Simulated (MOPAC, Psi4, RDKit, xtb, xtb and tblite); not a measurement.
Two geometries of SMILES [SiH3]OC[CH2][GeH3], relaxed at GFN2-xTB with one dihedral held; other torsions can differ between them too.

Structure A

```
15

Si    -2.2554     1.0468    -0.4672
O     -0.7615     0.4302    -0.3122
C     -0.4092    -0.7627     0.3318
C     -0.4475    -1.9094    -0.6622
Ge     0.4264    -1.2905    -2.3239
H     -1.9233     2.3112    -1.1010
H     -3.1329     0.1993    -1.2856
H     -2.8655     1.1734     0.8610
H     -1.0640    -0.9459     1.1924
H      0.6147    -0.6306     0.6998
H      0.0520    -2.7835    -0.2453
H     -1.4816    -2.1859    -0.8708
H     -0.4439    -0.3943    -3.1354
H      1.7004    -0.5785    -2.0131
H      0.7689    -2.4705    -3.1865
```

Structure B

```
15

Si    -2.1990     1.0348    -0.4929
O     -0.7245     0.3897    -0.2752
C     -0.4210    -0.8190     0.3724
C      0.2763    -1.7246    -0.6250
Ge     1.4954    -0.5742    -1.6767
H     -1.8356     2.2183    -1.2523
H     -3.0767     0.1093    -1.2201
H     -2.8157     1.3213     0.8073
H     -1.3221    -1.2803     0.7912
H      0.2593    -0.5843     1.1995
H      0.8037    -2.5269    -0.1108
H     -0.4568    -2.1820    -1.2902
H      0.7857     0.2125    -2.7231
H      2.2462     0.3570    -0.7855
H      2.5098    -1.4280    -2.3847
```

Question: Which is lower in energy at the level B3LYP-D3(BJ)/def2-TZVP // GFN2-xTB in Psi4, and by how much?

Answer: A is lower, by 0.64 kcal/mol (dihedral Si1–O2–C3–C4: 90° in A, 120° in B).

E(B) − E(A) in kcal/mol at the other levels, on the same two geometries: GFN2-xTB (xtb and tblite) -0.08; B3LYP/def2-TZVP // GFN2-xTB (Psi4) 0.24; PBE/def2-TZVP // GFN2-xTB (Psi4) 0.37; PBE-D3(BJ)/def2-TZVP // GFN2-xTB (Psi4) 0.58; UFF // GFN2-xTB (RDKit) 2.85; PM3, restricted, heats of formation // GFN2-xTB (MOPAC) -0.43; PM6, restricted, heats of formation // GFN2-xTB (MOPAC) -14.69; GFN1-xTB // GFN2-xTB (xtb) 0.58.
